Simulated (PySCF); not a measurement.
CH7GeN.
SMILES: `[CH3][GeH2][NH2]`

Theory: EOM-IP-CCSD/aug-cc-pVDZ in PySCF, restricted Hartree–Fock reference, 11 core orbitals frozen, non-relativistic, gas phase, PBE0-D3(BJ)/def2-SVP geometry.

Hartree–Fock orbital energies give these Koopmans values (eV): HOMO 10.66, HOMO-1 11.92, HOMO-2 12.49, HOMO-3 13.89, HOMO-4 15.14, HOMO-5 15.35, HOMO-6 17.29, HOMO-7 18.96.

What vertical ionisation energies does EOM-IP-CCSD give?

| leading hole (HF orbital) | Koopmans (eV) | EOM-IP-CCSD (eV) | change (eV) | one-hole share |
| --- | --- | --- | --- | --- |
| HOMO | 10.66 | 9.51 | -1.15 | 0.94 |
| HOMO-1 | 11.92 | 11.18 | -0.74 | 0.95 |
| HOMO-2 | 12.49 | 11.76 | -0.73 | 0.95 |
| HOMO-3 | 13.89 | 12.83 | -1.06 | 0.94 |
| HOMO-4 | 15.14 | 14.21 | -0.93 | 0.95 |
| HOMO-5 | 15.35 | 14.35 | -1.00 | 0.95 |
| HOMO-6 | 17.29 | 16.15 | -1.14 | 0.95 |
| HOMO-7 | 18.96 | 17.44 | -1.52 | 0.89 |

Does the order of the lines follow the orbital energies?

Yes, no two lines change places. The corrections run from -1.52 to -0.73 eV, with a mean of -1.03 eV over the 8 lines; no line lies above its Koopmans value.

At what kinetic energies would He II light (40.81 eV) eject these electrons?

31.30 eV (HOMO), 29.63 eV (HOMO-1), 29.05 eV (HOMO-2), 27.98 eV (HOMO-3), 26.60 eV (HOMO-4), 26.46 eV (HOMO-5), 24.66 eV (HOMO-6), 23.37 eV (HOMO-7).

Lines less than 0.15 eV apart could change places at a higher level. One root was sought for each valence orbital with −ε under 21 eV, eight at most, so deeper holes and satellites are missing; no vibrational structure.

The values belong to the conformer `[CH3:1][GeH2:2][NH2:3]`: H–N3–Ge2–C1 64°, H–N3–Ge2–C1 -172°.
